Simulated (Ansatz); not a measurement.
```yaml
crystal:
  periodic: [false, false, false]
  atoms:
    - {symbol: C, position_ang: [-1.672241, 0.950560, 1.039673]}
    - {symbol: O, position_ang: [-0.643781, 1.001659, 0.061508]}
    - {symbol: B, position_ang: [0.270036, 0.246626, -0.496440]}
    - {symbol: C, position_ang: [1.209654, 0.704631, -1.493119]}
    - {symbol: Si, position_ang: [0.199400, -1.459329, 0.526722]}
    - {symbol: H, position_ang: [-1.595474, 1.745481, 1.669610]}
    - {symbol: H, position_ang: [-1.601463, -0.061319, 1.465402]}
    - {symbol: H, position_ang: [-2.499599, 0.996022, 0.522274]}
    - {symbol: H, position_ang: [1.208736, -0.136394, -2.413609]}
    - {symbol: H, position_ang: [1.125377, 1.751688, -1.972974]}
    - {symbol: H, position_ang: [2.157094, 0.618110, -1.203782]}
    - {symbol: H, position_ang: [0.735975, -1.766859, 2.049161]}
    - {symbol: H, position_ang: [1.579391, -2.236378, -0.257211]}
    - {symbol: H, position_ang: [-0.740295, -2.490426, 0.187331]}
basis:
  gaussian: {orbitals: def2-mTZVPP}
hamiltonian: {xc: {name: wB97M-V}}
scf: {lower_state_search: full}
relax: {f_tol: 0.001, max_steps: 1}
```

```sh
$ ansatz run in.yaml --threads 4 --pin off --events-out ev --progress --plain --max-ram 10444MiB
```

Output, abridged:

```
Functional definition: wB97M-V
1562 factors; integrals over basis functions are off by at most 3.4e-4 eV
499 factors; integrals over basis functions are off by at most 3.4e-7 eV
mean field evaluation 1: about -12813.0533 eV, gradient 5.2e1 eV
mean field evaluation 2: about -12813.0720 eV, gradient 5.2e1 eV
mean field evaluation 4: about -12818.2568 eV, gradient 7.7e0 eV
mean field evaluation 8: about -12818.3674 eV, gradient 3.6e-1 eV
mean field evaluation 16: about -12818.3679 eV, gradient 1.8e-4 eV
mean field -12818.36791654 eV, -471.0663323312 hartree, gradient 5.1e-5 eV, S^2 0.000000; 0 other end points of the search recorded, 0 dependent functions left out
reference -12818.36797339 eV, -471.0663344202 hartree; 24, 24 occupied and 129, 129 virtual orbitals, 1562 factors
relax step   1: F+E_penalty+E_count = -12818.36791654 eV  Δ(F+E_penalty+E_count) = +0.000e0 eV  max|allowed force component| = 7.041e0 eV/Å  Δτ_max = 0.0000 Å  (30 SCF iters, accepted)
Error: geometry relaxation did not converge after 1 steps: max|allowed force component| = 7.04e0 eV/Å (threshold 1.0e-3). Raise `relax.max_steps` over both its present limit and 1, loosen `relax.f_tol`, or start from a geometry closer to equilibrium. Where this run's directory can be resumed (`checkpoint.write`), a resume goes on for up to `relax.max_steps` more
```

(1) What is wrong with this run?

## Answers

(1) The relaxation is allowed too few steps for its threshold. No converged result was reached.
